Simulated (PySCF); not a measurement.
**Static response to an electric field**

C6H4BCl3.
Atom-mapped SMILES: `[Cl:1][B:2]([Cl:3])[c:4]1[cH:5][cH:6][c:7]([Cl:8])[cH:9][cH:10]1` (hydrogens: H11 on C5; H12 on C6; H13 on C9; H14 on C10)

Cartesian coordinates in Å at the PBE0-D3(BJ)/def2-SVP level; atoms count from 1:
```
atom  x, y, z in Å
Cl1    3.904    1.414    0.536
B2     2.961   -0.035    0.228
Cl3    3.841   -1.544    0.043
C4     1.420    0.018    0.116
C5     0.723    1.233    0.249
C6    -0.660    1.294    0.142
C7    -1.372    0.118   -0.102
Cl8   -3.092    0.181   -0.240
C9    -0.716   -1.106   -0.237
C10    0.668   -1.146   -0.128
H11    1.284    2.151    0.440
H12   -1.195    2.240    0.245
H13   -1.294   -2.012   -0.427
H14    1.185   -2.103   -0.234
```

Level: CAM-B3LYP/def2-SVPD (PySCF), static field, nuclei fixed, core orbitals frozen in the response. The polarisability tensor in these axes (au):

```
x   184.17  -2.79   8.61
y    -2.79 123.90   7.79
z     8.61   7.79  75.62
```

What are the eigenvalues, a third of the trace, and Δα (Δα² = ½Σ(αi − αj)² over the three pairs)?

Principal values 73.67, 125.09 and 184.93 au; mean 127.90 au = 18.95 Å³ = 21.09 × 10⁻⁴⁰ C²·m²/J; Δα = 96.44 au (75 % of the mean).

What is the dipole moment, and where does it point?

(-0.86, 0.03, -0.05) D, 0.86 D in size, pointing from the negative to the positive side. Measured along this direction, the outermost atoms are Cl3 and Cl1 at the negative end and Cl8 at the positive end.

Molar refractivity from α?

Lorentz–Lorenz: R = (4π/3)N_A α = 2.5225 cm³/(mol·Å³) × 18.95 Å³ = 47.8 cm³/mol, in the limit of long wavelengths.

Directions of the eigenvectors, and the extent of the frame along each?

Largest value along (1.00, -0.04, 0.08), where the nuclei span 6.99 Å; middle along (0.02, 0.99, 0.16), 4.31 Å; least along (-0.08, -0.16, 0.98), 0.03 Å. The response follows the extents in order.

Sum over states: ᾱ = Σ f/ω², ω in Eh. What share falls to these 6 lowest TDDFT singlets (eV, f)? 4.86, 0.0130; 4.93, 0.4758; 5.72, 0.0000; 5.91, 0.0000; 6.17, 0.1020; 6.57, 0.0000.

They add up to 16.90 au, 13.2 % of the 127.90 au; the largest single term is 14.51 au, from the state at 4.93 eV. Terms in order: 0.41, 14.51, 0.00, 0.00, 1.98, 0.00 au. Higher excitations give the rest. The strengths listed sum to 0.591.

Rayleigh depolarisation ratio (linearly polarised light, static tensor)?

ρ = 3Δα²/(45ᾱ² + 4Δα²) = 27901.4/(736086 + 37201.9) = 0.0361.

What would n − 1 = 2πNα be for an ideal gas of these molecules at 400 K and 1 atm, electronic part alone?

N = p/kT = 1.8347 × 10¹⁹ cm⁻³, so n − 1 = 2π × N × 18.95 × 10⁻²⁴ cm³ = 2185 × 10⁻⁶ at long wavelengths.

Isolated species at its PBE0-D3(BJ)/def2-SVP geometry, gas phase.
